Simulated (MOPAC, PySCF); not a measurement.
C$_{3}$H$_{9}$B, SMILES `CB(C)C`, neutral singlet in the gas phase. 

Cartesian coordinates (Å):
```xyz
13

C      1.5692    -0.0575     0.0559
B      0.0032    -0.0027    -0.0007
C     -0.7372     1.3725     0.1453
C     -0.8268    -1.3187    -0.2022
H      1.9247    -0.2848    -0.9596
H      1.9299    -0.8863     0.6736
H      2.0574     0.8665     0.3730
H     -0.2545     2.1590    -0.4444
H     -1.8043     1.3564    -0.0861
H     -0.6300     1.6971     1.1901
H     -1.4662    -1.2271    -1.0886
H     -1.5268    -1.4400     0.6345
H     -0.2387    -2.2344    -0.2910
```
Charge 0, multiplicity 1.

All levels are single points at this geometry (PBE0-D3(BJ)/def2-TZVP); Pople sets use spherical d functions. Orbital energies aren't observables, and empty levels follow the basis.

M06-2X/6-31G* in PySCF gives HOMO (eV) = -9.60.

**Question.** Estimate the HOMO (eV) from each of these levels: M06-2X/def2-TZVP in PySCF; PBE-D3(BJ)/def2-TZVP in PySCF; B3LYP/6-311+G** in PySCF; PBE/6-31G* in PySCF; SVWN5/6-31G* in PySCF; HF/3-21G in PySCF; AM1 in MOPAC; PM6 in MOPAC.

**Answer.** 
| level | HOMO (eV) |
|---|---|
| M06-2X/def2-TZVP in PySCF | -9.77 |
| PBE-D3(BJ)/def2-TZVP in PySCF | -7.10 |
| B3LYP/6-311+G** in PySCF | -8.32 |
| PBE/6-31G* in PySCF | -6.78 |
| SVWN5/6-31G* in PySCF | -6.82 |
| HF/3-21G in PySCF | -11.81 |
| AM1 in MOPAC | -11.04 |
| PM6 in MOPAC | -10.60 |
